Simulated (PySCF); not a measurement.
## Radial density of Ne⁺ (neon, charge +1)

UHF, [He] 2s2 2p5, 2P determinant. All numbers are calculated (PySCF 2.14, the non-relativistic Hamiltonian (point nucleus), in def2-TZVP).

| r (bohr) | 4πr²ρ (e/bohr) | 4πr²(ρα − ρβ) |
| --- | --- | --- |
| 0.00213 | 0.03405 | 0.0000 |
| 0.00359 | 0.09385 | 0.0000 |
| 0.00604 | 0.2523 | 0.0000 |
| 0.0102 | 0.6581 | 0.0001 |
| 0.0171 | 1.621 | 0.0003 |
| 0.0287 | 3.640 | 0.0011 |
| 0.0483 | 6.984 | 0.0047 |
| 0.0813 | 10.35 | 0.0227 |
| 0.137 | 10.17 | 0.0993 |
| 0.230 | 6.137 | 0.3571 |
| 0.387 | 5.643 | 0.8629 |
| 0.651 | 7.616 | 1.1107 |
| 1.09 | 4.312 | 0.5718 |
| 1.84 | 0.6876 | 0.0762 |
| 3.10 | 0.02254 | 0.0012 |
| 5.21 | 1.338e-05 | 0.0000 |
